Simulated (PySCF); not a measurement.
Input of a driver script around PySCF for `[F][GeH2][NH][GeH3]`, coordinates in Å (PBE0-D3(BJ)/def2-SVP geometry):
```
{"job": {"kind": "eom", "basis": "aug-cc-pVDZ", "nee": 0}, "charge": 0, "multiplicity": 1}
F      1.927631    -0.716356     1.615119
Ge     1.612471    -0.193455    -0.026495
N      0.048018     0.709323    -0.106066
Ge    -1.637995    -0.034621    -0.104520
H      2.776395     0.739320    -0.383536
H      1.493127    -1.479923    -0.849320
H      0.096048     1.680281     0.190725
H     -1.466350    -1.461554    -0.649613
H     -2.250218    -0.074835     1.310442
H     -2.546181     0.799925    -1.027193
```

**Question.** What does the run print?

**Answer.** 
```
E(HF) = -4308.1243590854
E(MP2) = -4308.7746376153
E(CCSD) = -4308.8175481999
T1 diagnostic = 0.0110

EOM-IP-CCSD (eV)   Koopmans (eV)
   9.7330      11.0356
  11.9284      12.7345
  12.3405      13.1033
  12.5280      13.4001
  12.7492      13.7867
  13.9063      15.5468
  14.5501      16.8303
  14.7198      16.7532
```

Computed, not measured: CCSD and EOM-CCSD/aug-cc-pVDZ in PySCF, restricted Hartree–Fock reference, frozen core, non-relativistic, gas phase, PBE0-D3(BJ)/def2-SVP geometry. Each EOM-IP line stands beside −ε of the orbital with the largest one-hole amplitude.

**Question.** What correlation energies follow, and how does the T1 diagnostic stand?

**Answer.** MP2 -0.65028 Eh, CCSD -0.69319 Eh; CCSD lies 42.9 mEh below MP2. T1 = 0.0110, below the customary warning level of 0.02.

**Question.** Which orbital leads each EOM-IP root, and how large is the one-hole share of its vector?

**Answer.** 9.73 eV: HOMO, one-hole share 0.94; 11.93 eV: HOMO-1, one-hole share 0.95; 12.34 eV: HOMO-2, one-hole share 0.95; 12.53 eV: HOMO-3, one-hole share 0.94; 12.75 eV: HOMO-4, one-hole share 0.94; 13.91 eV: HOMO-5, one-hole share 0.94; 14.55 eV: HOMO-7, one-hole share 0.94; 14.72 eV: HOMO-6, one-hole share 0.94.

Conformer computed: `[F:1][GeH2:2][NH:3][GeH3:4]`: F1–Ge2–N3–Ge4 -78°.
